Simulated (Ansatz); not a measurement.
One change: `CC(=N)CCl` becomes `C[C](=N)[SnH3]`.

Ansatz, PBE0-D4/def2-TZVP geometries, multiplicity 1. Each molecule was computed in one conformer, which needn't be the lowest.

Elements past krypton have def2 core potentials.

```json
{"property": "LUMO energy (PBE0/def2-TZVPP) / eV", "`CC(=N)CCl`": "-0.55"}
{"property": "HOMO–LUMO gap (PBE0/def2-TZVPP) / eV", "`CC(=N)CCl`": "7.26"}
{"property": "HOMO–LUMO gap (PBE/def2-TZVPP) / eV", "`CC(=N)CCl`": "4.61"}
{"property": "HOMO energy (B3LYP/def2-TZVPP) / eV", "`CC(=N)CCl`": "-7.57"}
{"property": "size of the dipole moment (ωB97M-V/def2-TZVPP) / D", "`CC(=N)CCl`": "2.32"}
{"property": "LUMO energy (B3LYP/def2-TZVPP) / eV", "`CC(=N)CCl`": "-0.80"}
```

Task: Give the same properties after the change, and the shifts. (Best estimate.)

Result: Computed: 
```csv
property,`C[C](=N)[SnH3]`,shift
LUMO energy (PBE0/def2-TZVPP) / eV,-0.51,0.04
HOMO–LUMO gap (PBE0/def2-TZVPP) / eV,6.36,-0.90
HOMO–LUMO gap (PBE/def2-TZVPP) / eV,4.03,-0.58
HOMO energy (B3LYP/def2-TZVPP) / eV,-6.68,0.89
size of the dipole moment (ωB97M-V/def2-TZVPP) / D,1.56,-0.76
LUMO energy (B3LYP/def2-TZVPP) / eV,-0.75,0.05
```

Dipoles are sizes alone; their direction can turn.

B3LYP here is the variant with VWN-RPA as its local correlation; programs differ in this.
